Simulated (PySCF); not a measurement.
Planning an excited-state job on `B/C(=C\C)C(=C)C`.

Method: TDDFT wB97X-D/def2-SVPD, vertical, gas phase, core orbitals frozen in the response (PySCF 2.14.0, density-fitted response routines). Geometry: GFN2-xTB. Work: 8 singlets by full TDDFT, 3 Tamm–Dancoff triplets, polarisability, density and orbital grids written, density fitting. The command runs a driver script over a list of jobs; the input below is this job's line of settings and its coordinates in Å.

Command:
```bash
OMP_NUM_THREADS=1 python probes_run.py task.json out
```

Input:
```
{"job": {"kind": "uv", "xc": "wB97X-D", "basis": "def2-SVPD", "nstates": 8, "ntriplets": 3}, "charge": 0, "multiplicity": 1}
B      0.780161     1.599470     0.774367
C      0.239156     0.267987     0.188748
C      1.015832    -0.648335    -0.419954
C      2.484395    -0.551374    -0.642165
C     -1.218537     0.030470     0.279871
C     -1.912358     0.508275     1.308844
C     -1.893565    -0.767238    -0.799702
H      0.131749     2.568798     0.683357
H      1.819989     1.662263     1.307007
H      0.573898    -1.548521    -0.832425
H      2.924767     0.262990    -0.076479
H      2.966387    -1.490309    -0.369741
H      2.686436    -0.379845    -1.700860
H     -2.974109     0.349989     1.402818
H     -1.438133     1.063066     2.100552
H     -1.664962    -1.827673    -0.693592
H     -1.557089    -0.443668    -1.783084
H     -2.972774    -0.650028    -0.739219
```

Hardware: one thread of an Arm Neoverse V1, no GPU, on a shared host. PySCF's memory limit was set to 1040 MB.

**Question.** How large is the basis?

**Answer.** 228 functions for 52 electrons, with 781 fitting functions; the fitted three-index integrals, 781 × 228 × 229/2 numbers of 8 bytes, come to 160 MiB.

**Question.** How long does the run take?

**Answer.** About 54 s. The SCF took 13 cycles.

**Question.** Estimate the peak memory.

**Answer.** About 0.95 GiB. Peak memory is the resident size of the whole Python process, interpreter and libraries included.

**Question.** At this speed, how long would 500 such jobs take on 96 cores, one job a core?

**Answer.** 500/96 gives 6 rounds of 54 s, about 5.4 min of wall time and 7.5 core-hours, if the jobs don't slow each other.

The host was shared with other jobs, so the times are rough.

The run converged: HOMO -8.44 eV, LUMO 0.03 eV; lowest singlet 4.37 eV; lowest triplet 3.09 eV (Tamm–Dancoff); mean polarisability 89.7 au.
